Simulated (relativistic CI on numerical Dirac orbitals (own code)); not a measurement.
**Ho XLVI: sensitivity of the levels to the model**

Base calculation: Dirac-Coulomb-Breit CI, separate exchange-only KLI orbitals for each configuration, model QED (radiative potential, 1s self-energy scaled to tabulated hydrogen-like ionisation energies), unscaled Slater integrals.

Configuration list (outside the closed core [Ne]): 3s2 3p6 3d4, 3s2 3p5 3d5, 3s 3p6 3d5, 3s2 3p6 3d3 4s, 3s2 3p6 3d3 4p, 3s2 3p6 3d3 4d, 3s2 3p5 3d4 4s, 3s2 3p6 3d3 4f, 3s2 3p5 3d4 4p, 3s 3p6 3d4 4s, 3p6 3d5 4p, 3s 3p6 3d4 4p, 3s2 3p6 3d2 4s 4p, 3s2 3p6 3d3 5s, 3s 3p6 3d4 4d, 3s2 3p6 3d3 5p, 3s2 3p6 3d3 5d, 3s2 3p6 3d3 5g, 3s2 3p6 3d3 6s, 3p6 3d6, 3p5 3d7, 3p5 3d6 4s, 3p6 3d5 4s, 3p5 3d5 4s2, 3s2 3p6 3d2 4s2, 3s2 3p6 3d 4s2 4p, 3s2 3p6 3d 4s2 4d, 3s2 3p6 3d2 4p2, 3s2 3p6 3d 4s 4p2, 3s2 3p6 3d 4p3, 3s2 3p6 3d 4p2 4d, 3s2 3p5 3d2 4s 4p2, 3s2 3p6 3d2 4s 4d, 3s2 3p6 3d 4s 4p 4d, 3s2 3p6 3d 4s 4d2, 3s2 3p5 3d2 4s2 4d, 3s 3p6 3d3 4s2, 3s 3p6 3d2 4s2 4p, 3s 3p6 3d2 4s2 4d. Double excitations out of closed p, d and f shells are left out; levels of such configurations are missing from the list, as are those of other unlisted configurations, and high levels can miss mixing partners. These lack a partner that the ground configuration has and come out too high: 3s2 3p5 3d4 4p.

Variants: (1) P86 correlation estimate; (2) configuration mixing switched off; (3) one mean potential for all configurations. Shifts of the energy above 3s2 3p6 3d4 3P_0, in cm⁻¹, for the lowest level and the first level of each name with at least 55 % of one term (blank where a level changes its place among those of its configuration and J or its character, or is not in the variant):

```
           Level     Base  Δ(1)   Δ(2)  Δ(3)
3s2 3p6 3d4 3P_0        0     0      0     0
3s2 3p6 3d4 5D_1   297827    -1  -1288   +58
3s2 3p6 3d4 5D_0   662689     0   +284  +118
3s2 3p6 3d4 3H_5   726442    -2  -2985  +124
3s2 3p6 3d4 3G_4   788117     0   +124  +126
3s2 3p6 3d4 3D_1  1102349    +1  +1488  +176
3s2 3p6 3d4 3G_5  1102830    -1  -1771  +187
3s2 3p6 3d4 1S_0  1261348    +7  +8457  +169
3s2 3p6 3d4 1G_4  1300482    -1  -1033  +183
3s2 3p6 3d4 1D_2  1332307    +2  +2614  +176
```

At this charge energies of transitions that change n are usually good to better than 1 %, and those within a shell (Δn = 0) to a few per cent.

Ionisation energy from the two ground configurations alone: base 3760.15 eV; P86 correlation estimate 3762.13 eV. The NIST ASD value (theoretical) is 3760 eV.

LS names give the leading component of a level, which can be under half, so a name can repeat, a term be missing and a line seem to break the LS rules.
